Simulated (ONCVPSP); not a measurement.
# Reading a pseudo-wave (bromine (Br))

Columns: radius, all-electron u(r) and pseudo u(r) of the 4s shell (level -36.05 eV) of bromine in the configuration [Ar] 3d10 4s2 4p3.5; Wu-Cohen, scalar-relativistic, ONCV scheme, ONCVPSP 4.0.1.

```csv
r (bohr),all-electron,pseudo
0.080,0.1561,0.0122
0.160,0.2341,0.0283
0.240,-0.0673,0.0515
0.320,-0.3387,0.0844
0.400,-0.4451,0.1283
0.480,-0.4011,0.1832
0.560,-0.2609,0.2484
0.640,-0.0744,0.3220
0.720,0.1227,0.4018
0.800,0.3087,0.4851
0.880,0.4718,0.5687
0.960,0.6070,0.6494
1.040,0.7133,0.7237
1.120,0.7924,0.7880
1.200,0.8466,0.8389
1.280,0.8795,0.8740
1.360,0.8940,0.8919
1.440,0.8935,0.8932
1.520,0.8806,0.8805
1.600,0.8582,0.8581
1.680,0.8284,0.8284
1.760,0.7933,0.7932
1.840,0.7544,0.7543
1.920,0.7131,0.7130
2.000,0.6706,0.6705
2.080,0.6277,0.6276
```

Q: How many radial nodes do the two functions have?

A: The all-electron 4s function has n − l − 1 = 3 (the table is too coarse to show those close to the nucleus); the pseudo-wave has 0, since the states of the same l below it are removed with the core.

Q: At about which radius was the pseudo-wave matched?

A: 1.50 bohr, where the columns begin to agree (steps of 0.08 bohr).

Q: Where does each function peak?

A: Outermost all-electron maximum near 1.36 bohr, pseudo maximum near 1.44 bohr (to the table’s step).

Q: Is the pseudo-wave norm-conserving?

A: Yes: the ONCV scheme keeps the norm inside the radius equal to the all-electron one, which fixes the energy derivative of the logarithmic derivative at the level.
